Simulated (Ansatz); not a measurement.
`OB(F)Br` + `CNC` → `CN(C)B(O)F` + HBr at 400 K and 1 bar (ligand exchange at a B–Br bond).

Isolated molecules relaxed with PBE0-D4/def2-TZVP in Ansatz; ΔE leaves out vibrations. CCSD(T)/CBS is the MP2 limit (def2-TZVPP, def2-QZVPP) plus CCSD(T) − MP2 in def2-TZVPP, frozen cores. For Br outer-core shells are correlated without core-valence functions, which leaves a few kJ/mol of doubt a bond. Scalar relativity is left out up to krypton. One conformer a species, not always the lowest.

```tsv
species	CCSD(T)/CBS energy (Eh)	H − E (kJ/mol)	S (J/(mol·K))
`OB(F)Br`	-2773.83630	80.2	315.8
`CNC`	-135.00321	264.6	293.2
`CN(C)B(O)F`	-334.93232	310.6	387.3
HBr	-2573.91920	27.6	207.2
```

H − E and S are ideal-gas, rigid-rotor, harmonic terms from PBE0-D4/def2-TZVP, for one conformer and one mirror image of each species. 1 Eh = 2625.50 kJ/mol, R = 8.31446 J/(mol·K).

By hand: ΔE, ΔH, ΔS and ΔG.

ΔE = (-334.93232) + (-2573.91920) − (-2773.83630) − (-135.00321) = -0.01201 Eh = -31.5 kJ/mol. Δ(H − E) = 310.6 + 27.6 − 80.2 − 264.6 = -6.6, so ΔH = -38.1 kJ/mol. ΔS = 387.3 + 207.2 − 315.8 − 293.2 = -14.5 J/(mol·K). ΔG = -38.1 − 400 × (-14.5)/1000 = -32.3 kJ/mol.

By hand: the equilibrium constant, and the temperature at which ΔG would vanish if ΔH and ΔS stayed fixed.

log₁₀ K = −ΔG/(RT ln 10) = 4.2. ΔG = 0 at ΔH/ΔS = 2628 K, far beyond where these terms or the molecules hold.

The number of gas molecules stays the same, so ΔS is small and ΔH decides. A doubt of 5 kJ/mol in ΔE shifts log₁₀ K by 0.7 here. Other conformers and mirror images would add mixing entropy, several J/(mol·K) or more a flexible species. These are equilibria of isolated gas molecules and say nothing of rates. Largest T1 diagnostic: 0.011 (customary marks: 0.02 for closed shells, 0.045 for open ones).
